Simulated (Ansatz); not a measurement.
`[NH2][SnH2][NH2]` + `N=CF` → `[NH2][SnH3]` + `N=C(N)F`  (formal exchange of groups at the Sn–N bond)

Program: Ansatz. Geometries: PBE0-D4/def2-TZVP. ΔE: electronic, gas phase. CCSD(T)/CBS adds triple-zeta CCSD(T) − MP2 to the extrapolated MP2 energy (def2 sets, frozen cores). This one scheme is used for every species. Functionals use def2-TZVPP. HSE06 is defined as in plane-wave codes. def2 core potentials past Kr. For Sn outer-core shells are correlated without core-valence functions, which leaves a few kJ/mol of doubt a bond. One conformer a species, not always the lowest.

| level | ΔE (kJ/mol) |
| --- | --- |
| HSE06-D4 | -15.5 |
| BHLYP-D4 | -9.5 |
| r2SCAN | -14.8 |
| r2SCANh | -15.7 |
| r2SCAN0 | -16.9 |
| CCSD(T)/def2-SVP | -22.7 |
| MP2/def2-QZVPP | 8.3 |
| CCSD/CBS(def2) | 7.5 |

Problem. What does CCSD(T)/CBS give? (Estimate.)

Solution. The calculation gave: +8.8 kJ/mol. The listed levels differ from it by -24.3, -18.3, -23.6, -24.5, -25.7, -31.5, -0.5, -1.3 kJ/mol.

Problem. What do rigid-rotor, harmonic-oscillator terms from PBE0-D4/def2-TZVP frequencies (298.15 K, 1 bar) make of the CCSD(T)/CBS value? (Estimate.)

Solution. Computed: ΔZPE = -3.7 kJ/mol, ΔH = +3.8 kJ/mol, ΔS = -3 J/(mol·K), ΔG = +4.6 kJ/mol.

Largest T1 diagnostic among the species: 0.013.

In def2-TZVPP, CCSD(T) changes the Hartree–Fock value by +13.1 kJ/mol (the triples alone add +1.3 kJ/mol) and MP2 by +14.5 kJ/mol. Leaving LDA and LC-ωPBE aside and taking each functional with its dispersion term where it has one, the values, not all of them listed here, spread over 13.3 kJ/mol, from r2SCAN0-D4 to B2PLYP. LDA lies −19.4 kJ/mol from PBE without D4.
